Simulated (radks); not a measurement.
Species: La XIX. Configuration: [Kr] 4d3. Method: scalar-relativistic Kohn-Sham, SCAN, spin-polarised, spherical densities, finite nucleus; open shells are filled with parallel spins first (spin-orbit coupling, left out, can overturn this in heavy ions); meta-GGA in the generalised Kohn-Sham scheme; Fermi nuclear charge, rms radius 4.855 fm; computed with a radial shooting solver on a logarithmic mesh with Libxc functionals.

Unscreened Slater integrals over Kohn-Sham orbitals (eV). They are taken over the spin-up orbitals.

F0(4d,4d): 36.455
F2(4d,4d): 18.797
F4(4d,4d): 12.763
F0(4d,4p): 37.143
F2(4d,4p): 19.297
G1(4d,4p): 24.360
G3(4d,4p): 15.477
F0(4d,4s): 37.787
G2(4d,4s): 19.115
F0(4d,3d): 47.306
F2(4d,3d): 12.581
F4(4d,3d): 6.1076
G0(4d,3d): 4.0940
G2(4d,3d): 5.0199
G4(4d,3d): 3.9017
F0(4p,4p): 37.935
F2(4p,4p): 20.043
F0(4p,4s): 38.618
G1(4p,4s): 26.393
F0(4p,3d): 48.379
F2(4p,3d): 12.966
G1(4p,3d): 4.1946
G3(4p,3d): 4.1757
F0(4s,4s): 39.359
F0(4s,3d): 49.678
G2(4s,3d): 4.3742
F0(3d,3d): 95.860
F2(3d,3d): 48.419
F4(3d,3d): 31.046

Derived for the open shells (J is the average intra-shell exchange parameter used in DFT+U). 4d: Racah B = F2/49 - 5 F4/441 = 0.2389 eV, C = 35 F4/441 = 1.013 eV, C/B = 4.24, F4/F2 = 0.679, J = (F2 + F4)/14 = 2.254 eV.
